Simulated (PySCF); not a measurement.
Species: 3-pyridinesulfonic acid, C5H5NO3S.
Bonds: O1–S2 (double), S2–O3 (double), S2–O4, S2–C5, C5–C6 (aromatic), C6–C7 (aromatic), C7–C8 (aromatic), C8–N9 (aromatic), N9–C10 (aromatic), C5–C10 (aromatic). Hydrogens: H11 on O4; H12 on C6; H13 on C7; H14 on C8; H15 on C10.

The same species was optimised twice, with GFN2-xTB and with PBE0-D3(BJ)/def2-SVP (PySCF), and the same property calculations (PySCF, gas phase) were run on both structures.

```
     coordinate  GFN2-xTB  PBE0-D3(BJ)/def2-SVP  change
      S2=O3 (Å)     1.431                 1.451  +0.020
      O1=S2 (Å)     1.424                 1.443  +0.019
     C5–C10 (Å)     1.382                 1.396  +0.014
      C5–C6 (Å)     1.381                 1.393  +0.012
      C8–N9 (Å)     1.323                 1.331  +0.008
      C7–C8 (Å)     1.390                 1.397  +0.007
     N9–C10 (Å)     1.321                 1.328  +0.007
      S2–C5 (Å)     1.774                 1.768  -0.006
      S2–O4 (Å)     1.618                 1.623  +0.005
      C6–C7 (Å)     1.387                 1.389  +0.002
   O1–S2–O3 (°)     119.9                 123.0    +3.1
   O1–S2–O4 (°)     108.6                 105.8    -2.8
   O4–S2–C5 (°)      99.4                 102.1    +2.7
   O3–S2–C5 (°)     110.8                 108.5    -2.3
   O1–S2–C5 (°)     109.6                 108.4    -1.2
  S2–C5–C10 (°)     120.6                 120.0    -0.6
   S2–C5–C6 (°)     119.2                 119.9    +0.7
   C6–C7–C8 (°)     118.0                 118.5    +0.5
O1–S2–C5–C6 (°)        25                    27      +2
```

Rotational constants: A = 2712, B = 846.5, C = 743.1 MHz (GFN2-xTB) against A = 2657, B = 845.4, C = 737.0 MHz (PBE0-D3(BJ)/def2-SVP). Point groups within 0.08 Å: C1 and C1.

On the GFN2-xTB structure: HOMO (eV) -8.10 [PBE0/pcSseg-1]; LUMO (eV) -1.76 [PBE0/pcSseg-1]; dipole (D) 3.20 [PBE0/pcSseg-1]; GIAO shielding of O1/O3 (mean) (ppm) 114.4 [PBE0/pcSseg-1]; GIAO shielding of S2 (ppm) 199.8 [PBE0/pcSseg-1]; GIAO shielding of O4 (ppm) 113.4 [PBE0/pcSseg-1]; GIAO shielding of C5 (ppm) 45.2 [PBE0/pcSseg-1]; GIAO shielding of C6 (ppm) 45.9 [PBE0/pcSseg-1]; GIAO shielding of C7 (ppm) 58.4 [PBE0/pcSseg-1]; GIAO shielding of C8 (ppm) 26.5 [PBE0/pcSseg-1]; GIAO shielding of N9 (ppm) -95.1 [PBE0/pcSseg-1].

Q: What do these properties become on the PBE0-D3(BJ)/def2-SVP structure?

A: 
```
                                    property          level  on GFN2-xTB  on PBE0-D3(BJ)/def2-SVP  change
                                   HOMO (eV)  PBE0/pcSseg-1        -8.10                    -8.14   -0.04
                                   LUMO (eV)  PBE0/pcSseg-1        -1.76                    -1.89   -0.13
                                  dipole (D)  PBE0/pcSseg-1         3.20                     3.64   +0.44
energy, GFN2-xTB geometry as zero (kcal/mol)  PBE0/pcSseg-1          0.0                     -2.0    -2.0
        GIAO shielding of O1/O3 (mean) (ppm)  PBE0/pcSseg-1        114.4                    103.6   -10.8
                  GIAO shielding of S2 (ppm)  PBE0/pcSseg-1        199.8                    185.7   -14.1
                  GIAO shielding of O4 (ppm)  PBE0/pcSseg-1        113.4                    103.5    -9.9
                  GIAO shielding of C5 (ppm)  PBE0/pcSseg-1         45.2                     43.3    -1.9
                  GIAO shielding of C6 (ppm)  PBE0/pcSseg-1         45.9                     43.4    -2.5
                  GIAO shielding of C7 (ppm)  PBE0/pcSseg-1         58.4                     55.8    -2.6
                  GIAO shielding of C8 (ppm)  PBE0/pcSseg-1         26.5                     24.1    -2.4
                  GIAO shielding of N9 (ppm)  PBE0/pcSseg-1        -95.1                    -98.9    -3.8
```

The heavy atoms differ by 0.063 Å rms after alignment. Among bonds between heavy atoms O1=S2 and S2=O3 change most and about equally (+0.019 to +0.020 Å). Changes are differences of the printed values. Neither structure is proved a minimum here.

Conformer computed: `[O:1]=[S:2](=[O:3])([OH:4])[c:5]1[cH:6][cH:7][cH:8][n:9][cH:10]1`: O1–S2–C5–C6 27°, H–O4–S2–O1 150°.
